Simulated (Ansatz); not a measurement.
AlClFHSe, SMILES `[F][Al]([Cl])[SeH]`, 5 atoms. Total charge 0; spin multiplicity 1. Correlated methods include outer-core shells of Se, which these sets cover unevenly. Scalar relativity is left out up to krypton. All runs use 2 threads of a server CPU on a shared host. Correlated methods freeze the cores.

Q: Give the basis size and wall time and peak host memory of each of these runs in Ansatz. RKS ωB97M-V/def2-QZVPP energy; RKS ωB97M-V/def2-SVP energy; RHF-CCSD(T)/def2-SVP energy; RKS PBE0-D4/def2-SVP energy; RKS PBE0-D4/def2-TZVP frequencies; RKS r2SCAN-D4/def2-TZVPP energy and forces; RKS r2SCAN0-D4/def2-TZVPP energy; direct RPA on PBE orbitals/def2-TZVPP energy; RHF-CCSD(T)/def2-TZVPP energy; RKS PBE0-D4/def2-QZVPP energy; RKS ωB97M-V/def2-TZVPP energy and forces; RKS PBE0-D4/def2-TZVP relaxation (5 steps). (Estimate.)

A: The calculation gave: Other jobs shared the machine, so times are rough.

```
                                level                   job  functions  wall time  peak host memory (GiB)
                 RKS PBE0-D4/def2-SVP                energy         87      1.6 s                    0.17
                 RHF-CCSD(T)/def2-SVP                energy         87      3.4 s                    0.24
direct RPA on PBE orbitals/def2-TZVPP                energy        177      5.5 s                    0.31
             RKS r2SCAN-D4/def2-TZVPP     energy and forces        177      6.5 s                    0.23
                 RKS ωB97M-V/def2-SVP                energy         87        7 s                    0.25
            RKS r2SCAN0-D4/def2-TZVPP                energy        177      7.5 s                    0.49
               RKS PBE0-D4/def2-QZVPP                energy        316       11 s                       1
               RKS ωB97M-V/def2-TZVPP     energy and forces        177       14 s                    0.58
               RKS ωB97M-V/def2-QZVPP                energy        316       25 s                     1.2
                RKS PBE0-D4/def2-TZVP  relaxation (5 steps)        159       29 s                    0.41
               RHF-CCSD(T)/def2-TZVPP                energy        177       73 s                     1.6
                RKS PBE0-D4/def2-TZVP           frequencies        159      100 s                    0.41
```
